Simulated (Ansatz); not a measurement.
`O[SiH2]S[SiH3]` + `[NH2][AlH2]` → `O[SiH2][NH][AlH2]` + `[SiH3]S`  (ligand exchange at the Si–S bond)

Isolated molecules relaxed with PBE0-D4/def2-TZVP in Ansatz; ΔE leaves out vibrations. CCSD(T)/CBS is the MP2 limit (def2-TZVPP, def2-QZVPP) plus CCSD(T) − MP2 in def2-TZVPP, frozen cores. This one scheme is used for every species. Functionals use def2-TZVPP. Each species was taken in one conformer, which may not be the lowest.

CCSD(T)/CBS gives +0.04 eV.

Problem. Another level gave +0.05 eV. Which?
A. CCSD/def2-TZVPP
B. ωB97X-V/def2-TZVPP
C. HF/def2-TZVPP
D. PBE0/def2-TZVPP

Solution. B. ωB97X-V 0.05, CCSD/def2-TZVPP -0.02, HF/def2-TZVPP -0.09, PBE0 0.09 eV.

Largest T1 diagnostic among the species: 0.012.

From PBE to PBE0 (25 % exact exchange), in def2-TZVPP and without D4, ΔE moves by −0.03 eV. The D4 term adds +0.05 eV with B3LYP and +0.03 eV with PBE0; it sums over pairs of atoms, weighted by their polarisabilities, and B3LYP, whose exchange is more repulsive, gets the larger term. In def2-TZVPP, CCSD(T) changes the Hartree–Fock value by +0.09 eV (the triples alone add +0.03 eV) and MP2 by +0.13 eV.

B3LYP here is the variant with VWN-RPA as its local correlation; programs differ in this.
